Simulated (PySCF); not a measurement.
Structure elucidation problem

The spectra below were simulated for a compound C₆H₈FN.

1H NMR (600 MHz, computed): δ 10.76 (br s, 1H), 7.70 (m, 1H), 4.88 (m, 1H), 2.55 (m, 1H), 1.28 (m, 1H), 1.16 (m, 1H), 1.00 (m, 1H), 0.95 (m, 1H).

13C{1H} NMR (computed): δ 174.8 (CH), 82.9 (CH), 38.1 (CH), 21.3 (C), 9.2 (CH2), 6.9 (CH2).

No relativistic terms, one computed conformer, isolated molecule. Geometry: GFN2-xTB; shielding tensors at PBE0/pcSseg-1 (GIAO); PySCF 2.14.

References, each an isolated molecule treated in the same way: 1H and 13C vs TMS.

Problem. Which candidate is it?
A. C=C1C(F)=C1N(C)C
B. C/C(=C\C#N)CCF
C. [H]/N=C/[C@@H]1[C@@H](F)C12CC2
D. C=C=C/C(=C\F)CN

Solution. C. 

1. Rings plus π bonds: 3 (2 rings in the answer).
2. 6 carbon signals for 6 carbons: no two carbons are equivalent.
3. Carbon types of the structure: 1 × C, 3 × CH, 2 × CH2, leaving 1 H on heteroatoms.
4. δC 174.8: C=N carbon.
5. δC 82.9, 38.1, 21.3, 9.2, 6.9: three-membered-ring carbon.
6. δH 10.76: hydrogen on an imine nitrogen; exchangeable, gas-phase position.
7. δH 7.70: hydrogen on a C=N carbon.
8. δH 4.88, 2.55, 1.28, 1.16, 1.00, 0.95: hydrogen on a three-membered-ring carbon.

The others: C=C1C(F)=C1N(C)C would give 5 carbon signals, not 6; C=C=C/C(=C\F)CN would give 4 signals for carbon-bound and other non-exchanging H, not 7; C/C(=C\C#N)CCF would give 4 signals for carbon-bound and other non-exchanging H, not 7.

OH and NH positions are those of a molecule without intermolecular hydrogen bonds; in solution they move with solvent, concentration and temperature, and exchange usually removes their couplings. Splittings by 19F in the carbon and heteronuclear signals aren't shown, as no couplings were computed. Shifts are as computed. Against solution values, carbons near 30 ppm lie about +3 ppm off and those near 130 ppm about +5 ppm. Of 1211 compounds with measured shifts, 218 miss one by over three times the rms of a fit or turn the order of signals round; such compounds aren't used in these exercises. Multiplicities follow the n + 1 count of equivalent neighbours, as no J values were calculated; m marks all less simple cases, F and P coupling included.
